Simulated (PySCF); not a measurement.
Hf³⁺: ionisation energy

Hf³⁺ [Xe] 4f14 5d1 [5d3/2^1, M_J = 3/2] → Hf⁴⁺ [Xe] 4f14, as a difference of total energies. All numbers are calculated (PySCF 2.14, the two-component X2C-1e Hamiltonian, in x2c-TZVPall-2c). Correlated levels: [Kr] 4d10 4f14 frozen; the 34 highest virtual spinors dropped. "Screened" scales the spin-orbit matrix elements by Boettger's factors to mimic the two-electron term; Breit and QED terms are absent.

```
                    method  ionisation energy (eV)
           GHF (spin-free)                  31.936
          GMP2 (spin-free)                  32.064
 GHF (screened spin-orbit)                  32.268
GMP2 (screened spin-orbit)                  32.424
```

The spin-free rows lack the spin-orbit shift.

Errors of the correlated levels include the incompleteness of this basis and the frozen core.

Q: Which method comes closest to the reference value, and which is furthest?

A: The reference is 33.37 ± 0.025 eV (semi-empirical (NIST evaluation); NIST Atomic Spectra Database, ionization energies). Closest: GMP2 (screened spin-orbit) (error -0.946 eV); furthest: GHF (spin-free) (error -1.434 eV).
